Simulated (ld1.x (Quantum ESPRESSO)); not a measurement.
## Before and after: RRKJ potential for aluminium (Al)

ld1.x (Quantum ESPRESSO) 7.5 input, shortened:

```
&input
   title='Al', zed=13., rel=1, dft='PBE', iswitch=3,
   config='[Ne] 3s1.5 3p1.5 3d-2'
 /
 &inputp
   pseudotype=2, tm=.false., lloc=0,
   nlcc=.false.
 /
3
2P  2  1   6.00   0.00  0.75  0.75  0.0
3D  3  2  -2.00   0.50  0.70  0.70  0.0
2S  1  0   2.00   0.00  0.50  0.50  0.0
 &test
   configts(1)='2s2 2p6 3s1.5 3p1.5'
 /
```

Occupied shells without a wave of their own: 3p, 3s. They enter only through the test configuration that unscreens the potential.

Change: core correction a·sin(br)/r model core inside 0.36 bohr (3p, 3s counted twice).

Cutoffs: the cutoffs (Ry, on a coarse ladder) from which the occupation-weighted sum of valence levels, in a spherical-Bessel basis at the reference potential, stays within 10 and 1 mRy of its value at 400 Ry; they do not see the model core or the augmentation charge, which bear on the density cutoff. Errors are all-electron minus pseudo energies relative to the spin-unpolarised reference configuration.

Question: What does the change do?

Answer: Of the 7 tests that both files solve, the error grows in 5 and shrinks in 1 by more than 15 % and 0.3 meV (median size 47.6 → 91.4 meV); neither file shows a bound ghost. In the changed file ld1.x takes every shell without a wave as core, so the model core holds the 3p, 3s electrons as well and exchange and correlation see them twice. This cancels in the reference configuration, but the file is broken for other ones, and its errors say nothing about a proper core correction. A model core, the more so a compact one, raises the density cutoff, which this test does not measure.

| quantity | base | changed |
| --- | --- | --- |
| bound ghosts | none | none |
| error for 2s2 2p6 3s2 3p1, meV [ΔE -2.55 eV] | +15 | +11 |
| error for 2s2 2p6 3s2 3p0, meV [ΔE 3.22 eV] | +48 | -142 |
| error for 2s2 2p6 3s1 3p0, meV [ΔE 22.44 eV] | +52 | -652 |
| error for 2s2 2p5 3s2 3p1, meV [ΔE 80.27 eV] | +97 | -90 |
| error for 2s2 2p6 3s1 3p2, meV [ΔE 2.59 eV] | -17 | -21 |
| error for 2s2 2p6 3s0 3p3, meV [ΔE 7.90 eV] | -55 | -91 |
| error for 2s1 2p6 3s2 3p1, meV [ΔE 118.16 eV] | -26 | -208 |
| s: phases at 0.85 bohr within 0.05 rad from the reference energy up to (Ry; the scan ends near 5) | to the end of the scan | to the end of the scan |
| p: phases at 0.85 bohr within 0.05 rad from the reference energy up to (Ry; the scan ends near 5) | to the end of the scan | to the end of the scan |
| d: phases at 0.85 bohr within 0.05 rad from the reference energy up to (Ry; the scan ends near 5) | to the end of the scan | to the end of the scan |
